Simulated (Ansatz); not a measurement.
Harmonic frequencies (cm⁻¹) at PBE0-D4/def2-TZVP from Ansatz: 43, 64, 156, 220, 274, 399, 539, 759, 820, 844, 1010, 1070, 1182, 1299, 1330, 1430, 1452, 3030, 3093, 3109, 3154.

Each molecule was computed in one conformer, which needn't be the lowest.

(1) Which molecule is it?
A. `OC(F)([SiH3])Cl`
B. `N=[C](N)[GaH2]`
C. `CB(Br)C=S`
D. `C=[C](Cl)[AlH][F]`

Results:

(1) C.
